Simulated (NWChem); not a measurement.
## C4H5NSi in NWChem

```xyz
11

C     -3.0146    -0.2188     0.0000
C     -1.7884    -0.2726     0.0000
C     -0.3690    -0.2209     0.0000
N      0.4318    -1.2615     0.0000
C      1.7970    -0.6643     0.0000
Si     1.0172     1.0948     0.0000
H     -4.0958    -0.1942     0.0000
H      2.3745    -0.9860     0.8931
H      2.3745    -0.9860    -0.8931
H      1.1665     1.9638    -1.2229
H      1.1665     1.9638     1.2229
```
Charge 0, spin multiplicity 1.

All runs are NWChem calculations. All single points use one geometry, from PBE/def2-SVP, held to Cs symmetry and with no frequency check, so it may be a saddle point. It is one conformer; others weren't searched.

B3LYP has NWChem's definition, with VWN1-RPA local correlation. The structure started from a generated list of species. No SCF solution was tested for a lower state.

Worked example. At B3LYP/def2-SVP the molecule has a total energy of -499.32225 Ha and the free atoms (multiplicities C 3, N 4, Si 3, H 2) C -37.81406, H -0.50126, Si -289.29368, N -54.53778 Ha. The electronic atomisation energy is the atoms' sum less the molecule's energy.

4·(-37.81406) + 1·(-54.53778) + 1·(-289.29368) + 5·(-0.50126) = -497.59400 Ha for the atoms; less the molecule's energy this leaves 1.72825 Ha, or 1084.5 kcal/mol (4538 kJ/mol), without zero-point, thermal or spin-orbit terms.
